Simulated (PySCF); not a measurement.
**Correlation energy of P (phosphorus, neutral)**

[Ne] 3s1 3p4, high-spin 4P determinant (an excited configuration). All numbers are calculated (PySCF 2.14, scalar relativity by spin-free X2C-1e, in aug-cc-pCVTZ-DK with one added diffuse shell each of s, p, d, f type (9s8p6d4f, 91 functions)). Frozen: [Ne]; 5 electrons correlated.

| level | correlation energy (mhartree) |
| --- | --- |
| CCSD | -115.11 |
| (T) | -10.83 |
| CCSD(T) | -125.94 |

Diagnostics: T1 = 0.039, D1 = 0.1148, largest double amplitude 0.218.

T1 exceeds 0.03, a sign that the reference determinant is poor. A double-excitation amplitude exceeds 0.15, a sign of near-degeneracy.

Cost of the coupled-cluster step: about 40 core-seconds, for 5 correlated electrons.
